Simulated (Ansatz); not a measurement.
N$_{2}$ (SMILES N#N), singlet, geometry from GFN2-xTB; PBE0/def2-SVP in Ansatz (an electronic-structure program).

The Ansatz input:
Ansatz 0.2 input:
```yaml
crystal:
  periodic: [false, false, false]
  atoms:
    - {symbol: N, position_ang: [-0.00000000, -0.00000000, -0.54911021]}
    - {symbol: N, position_ang: [0.00000000, 0.00000000, 0.54911021]}
basis:
  gaussian:
    orbitals: def2-SVP
hamiltonian:
  xc: pbe0
```

Q: Write the output that Ansatz gives for this input, abridged.

A: 
```
Functional definition: PBE0
284 factors; integrals over basis functions are off by at most 1.2e-3 eV
mean field evaluation 1: about -2974.1209 eV, gradient 1.4e1 eV
mean field evaluation 2: about -2974.4541 eV, gradient 8.3e0 eV
mean field evaluation 4: about -2974.6165 eV, gradient 2.5e-1 eV
mean field evaluation 8: about -2974.6164 eV, gradient 1.0e-3 eV
mean field -2974.61638788 eV, -109.3151359872 hartree, gradient 2.2e-6 eV, S^2 0.000000; 0 other end points of the search recorded, 0 dependent functions left out
reference -2974.61639475 eV, -109.3151362398 hartree; 7, 7 occupied and 21, 21 virtual orbitals, 284 factors
Total energy: -2974.61639475 eV, -109.3151362398 hartree
```
